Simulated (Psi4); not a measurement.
Method: SAPT0/jun-cc-pVDZ, frozen core (Psi4).

Psi4 input:

```
molecule {
0 1
Si 0.00161056 2.08130872 -0.76502665
Si 0.06364178 0.20654186 0.65286252
Si 1.89547192 -1.14884733 0.07295571
Si -1.92497512 -1.02340751 0.40476327
H 1.26311281 2.87219396 -0.65426828
H -0.14905035 1.61683288 -2.17617234
H -1.15378257 2.96418234 -0.42633611
H 0.20186506 0.65604078 2.07351917
H 3.17707276 -0.39544704 0.21076918
H 1.74656990 -1.58317306 -1.34795061
H 1.95255528 -2.36274467 0.94032524
H -1.91243691 -2.23376044 1.27883582
H -3.11232857 -0.18789969 0.75296651
H -2.04932655 -1.46182080 -1.01724344
--
0 1
C -1.15180475 3.58946370 2.93024951
C -2.20510626 2.78653184 2.91132392
H -1.03112929 4.35310801 3.68908417
H -0.36634954 3.51660512 2.18777483
H -2.32576011 2.02289003 2.15247982
H -2.99057164 2.85938224 3.65379277
units angstrom
symmetry c1
no_reorient
no_com
}
set basis jun-cc-pvdz
set scf_type df
set freeze_core true
energy('sapt0')
```

Part of the output:

```
    SAPT Results
  --------------------------------------------------------------------------------------------------------
    Electrostatics                 -0.59406641 [mEh]      -0.37278230 [kcal/mol]      -1.55972116 [kJ/mol]
      Elst10,r                     -0.59406641 [mEh]      -0.37278230 [kcal/mol]      -1.55972116 [kJ/mol]

    Exchange                        4.26400141 [mEh]       2.67570128 [kcal/mol]      11.19513417 [kJ/mol]
      Exch10                        4.26400141 [mEh]       2.67570128 [kcal/mol]      11.19513417 [kJ/mol]
      Exch10(S^2)                   4.25863758 [mEh]       2.67233543 [kcal/mol]      11.18105143 [kJ/mol]

    Induction                      -0.46207088 [mEh]      -0.28995386 [kcal/mol]      -1.21316693 [kJ/mol]
      Ind20,r                      -0.80655286 [mEh]      -0.50611956 [kcal/mol]      -2.11760423 [kJ/mol]
      Exch-Ind20,r                  0.66127833 [mEh]       0.41495842 [kcal/mol]       1.73618602 [kJ/mol]
      delta HF,r (2)               -0.31679636 [mEh]      -0.19879271 [kcal/mol]      -0.83174872 [kJ/mol]

    Dispersion                     -3.89928923 [mEh]      -2.44684093 [kcal/mol]     -10.23758246 [kJ/mol]
      Disp20                       -4.24227847 [mEh]      -2.66206993 [kcal/mol]     -11.13810059 [kJ/mol]
      Exch-Disp20                   0.34298924 [mEh]       0.21522900 [kcal/mol]       0.90051812 [kJ/mol]
      Disp20 (SS)                  -2.12113923 [mEh]      -1.33103496 [kcal/mol]      -5.56905029 [kJ/mol]
      Disp20 (OS)                  -2.12113923 [mEh]      -1.33103496 [kcal/mol]      -5.56905029 [kJ/mol]
      Exch-Disp20 (SS)              0.19520609 [mEh]       0.12249367 [kcal/mol]       0.51251351 [kJ/mol]
      Exch-Disp20 (OS)              0.14778315 [mEh]       0.09273533 [kcal/mol]       0.38800461 [kJ/mol]

  Total HF                          3.20786412 [mEh]       2.01296512 [kcal/mol]       8.42224608 [kJ/mol]
  Total SAPT0                      -0.69142511 [mEh]      -0.43387581 [kcal/mol]      -1.81533638 [kJ/mol]
```
